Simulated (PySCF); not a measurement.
Compound: C2H4BBrO2.
SMILES with atom numbers: `[Br:1][B:2]1[O:3][CH2:4][CH2:5][O:6]1` (hydrogens: H7, H8 on C4; H9, H10 on C5)

Method used: PBE0-D3(BJ)/def2-SVP geometry optimisation, gas phase in PySCF.

Problem. List the bond lengths, angles and torsions at this level.

Solution. 
```json
{"bond": "Br1–B2", "length (pm)": "190.5"}
{"bond": "B2–O3, B2–O6", "length (pm)": "135.7"}
{"bond": "O3–C4, C5–O6", "length (pm)": "142.2"}
{"bond": "C4–C5", "length (pm)": "154.3"}
{"bond": "C4–H7 and 3 like bonds", "length (pm)": "110.1"}
```

Bonds in one row agree within 1 pm and their mean is given. A selection of angles:
```json
{"angle": "Br1–B2–O3", "degrees": "122.7"}
{"angle": "O3–B2–O6", "degrees": "114.6"}
{"angle": "B2–O3–C4", "degrees": "107.3"}
{"angle": "O3–C4–C5", "degrees": "104.8"}
{"angle": "O3–C4–H7", "degrees": "109.0"}
{"angle": "C5–C4–H7", "degrees": "112.4"}
{"angle": "C5–C4–H8", "degrees": "112.8"}
{"angle": "H7–C4–H8", "degrees": "108.2"}
```

Torsions: Br1–B2–O3–C4 177° (antiperiplanar); B2–O3–C4–C5 8° (synperiplanar); O3–C4–C5–O6 -10° (synperiplanar); C4–C5–O6–B2 9° (synperiplanar); Br1–B2–O6–C5 176° (antiperiplanar). The mirror-image conformer, all signs reversed, is as good.

B2 (three-coordinate boron) is planar (angles 122.7°, 122.7° and 114.6°, sum 360.0°, 0.00 Å off the plane of its three neighbours). The 5-membered ring B2–O3–C4–C5–O6 has internal angles of 104.8° to 114.6°; it is slightly puckered (a soft mode that the optimisation may not have finished), 0.04 Å rms from its mean plane, widest ring torsion 10°.

No frequency check.

On one thread of an Arm Neoverse V2, no GPU, shared host with 48 logical CPUs at a one-minute load of 22, this took 32 s of wall time and 0.51 GiB of memory at its peak. That covers the optimisation of the geometry.
